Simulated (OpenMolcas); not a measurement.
Pt5+ among 6 point charges of -1.7 e arranged as a tetragonal octahedron (D4h), 2.23 Å from the ion, with the axial distance 1.985 Å.

```
Program             : OpenMolcas 26.06
Method              : CASSCF
Basis               : ANO-RCC-VTZP [8s7p5d3f1g]
Scalar Hamiltonian  : DKH2, point nucleus
Active space        : 5 electrons in 5 orbitals (5d)
State averaging     : 2S+1 = 6 even, 1 root; 2S+1 = 4 even, 24 roots; 2S+1 = 2 even, 75 roots
Spin-orbit coupling : state interaction with AMFI integrals over the reference wave functions
```

Q: What is the spin-free ground state (labels of D4, the rotations of D4h)?

A: 6A1, 1-fold in its orbital part, 100 % from free-ion S terms; it has the highest spin that d5 allows.

Q: What are the lowest two levels with spin-orbit coupling?

A: A 2-fold level E3/2 with g = 1.48, 1.48, 9.16, then a 2-fold level E3/2 141.1 cm-1 above it. Their leading multiplicities are 6 (83 %) and 6 (84 %).

Q: What is χT at 300 K?

A: 3.98 cm3 K/mol.

Without dynamic correlation the repulsion within the d shell is too large (B by tens of per cent), so at a given field states of lower spin stand too high. Point charges give a weaker field than real ligands, and real ions of this kind are as a rule low spin; the high spin found here belongs to the model. Point charges carry no covalency, so the field is a model and not that of real ligands. No measured value stands beside these numbers.
